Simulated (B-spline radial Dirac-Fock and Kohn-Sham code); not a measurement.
## Dipole and non-dipole photoemission parameters of Se⁶⁺ 3p3/2

System: Se⁶⁺, configuration [Ar] 3d10; threshold 254.3 eV (orbital energy of the model). Method: Dirac-Hartree-Slater photoionisation with a Latter tail; cross sections with all multipoles, angular parameters from the dipole term and its interference with E2. Computed with a B-spline atomic structure program.

```
hν (eV)  σ (kb)      β       γ      δ
    263     496  0.413   0.060  0.079
    300     482  0.893   0.180  0.042
    400     386  1.334   0.123  0.009
    439       ?      ?       ?      ?
    600     229  1.561  -0.010  0.001
    621     217  1.571  -0.015  0.001
    870     122  1.622  -0.007  0.003
   1000    93.9  1.627   0.024  0.004
   1060    83.8  1.627   0.040  0.005
   1070    82.3  1.627   0.043  0.005
   1580    35.8  1.593   0.218  0.010
   2530    11.5  1.493   0.519  0.023
   2880    8.19  1.457   0.613  0.028
   3870    3.69  1.361   0.834  0.044
   3890    3.64  1.359   0.838  0.045
   4000    3.36  1.349   0.859  0.047
   4690    2.14  1.290   0.980  0.059
 5414.7    1.41  1.232   1.087  0.072
   6000    1.04  1.189   1.162  0.083
   6730   0.740  1.140   1.245  0.096
   7000   0.657  1.122   1.273  0.101
```

Problem. Give the values at 439 eV.

Solution. σ = 347 kb, β = 1.411, γ = 0.084, δ = 0.005.
